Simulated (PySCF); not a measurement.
C5H16GeSi, SMILES CC(C)(C)C[SiH2][GeH3] at its GFN2-xTB optimised geometry (Å):

```
23

C     -1.4228    -2.3133    -1.2270
C     -0.9121    -1.5575     0.0000
C      0.6158    -1.5575     0.0000
C     -1.4114    -2.2699     1.2630
C     -1.4528    -0.1214     0.0000
Si    -0.7558     1.0880    -1.2979
Ge     1.3467     1.8937    -0.6648
H     -2.5103    -2.3450    -1.2317
H     -1.0518    -3.3362    -1.2237
H     -1.0917    -1.8331    -2.1439
H      1.0014    -0.9323     0.8047
H      0.9965    -2.5669     0.1422
H      1.0031    -1.1812    -0.9461
H     -2.4986    -2.2544     1.3075
H     -1.0848    -3.3078     1.2723
H     -1.0252    -1.7833     2.1565
H     -2.5387    -0.1639    -0.1062
H     -1.2614     0.3175     0.9842
H     -0.6869     0.4958    -2.6393
H     -1.6945     2.2153    -1.3832
H      2.5387     1.2024    -1.2640
H      1.6005     3.3362    -0.9984
H      1.6481     1.8419     0.8077
```

Level of theory: B3LYP/def2-SVP (PySCF). Cells within 0.4 Å of a nucleus heavier than hydrogen are left out (blank, or x).

Map of the electrostatic potential (hartree/e), clipped to [-0.08, 0.12] on the plane z = 1.2 Å:

```
|0000000000000000000000000000000|
|0000000000000000000000000000000|
|0000000000000000000000000000000|
|0000000000000000000000000000000|
|0000000000000000000000000000000|
|0000000000000000000000000000000|
|0000000000000110000000000000000|
|0000000000011111100000000000000|
|0000000001111111111331000000000|
|0000000001111111115995100000000|
|0000000011111111128998100000000|
|0000000111122221115995100000000|
|0000001111356421112331000000000|
|0000111112799932111110000000000|
|0001111113999942111100000000000|
|0011111113999932233210000000000|
|0111111112588532489521000000000|
|0111111112355433699931000000000|
|0111111123577644799931000000000|
|0111112457999964589521000000000|
|0111124999999984443210000000000|
|01111269999xx994332110000000000|
|01111259999x9983222110000000000|
|0011112589999962122111000000000|
|0001111123899972111111000000000|
|0000000011499952111111000000000|
|0000000001258631111111000000000|
|0000000001122211111110000000000|
|0000000000111111111100000000000|
|0000000000111111111000000000000|
|0000000000011111100000000000000|
```
Scale: ten equal steps from -0.008 (start of '0') to 0.120 (end of '9'), in the order '0123456789'; x runs from -5.50 to 5.50, y from -5.50 (bottom) to 5.50 (top).
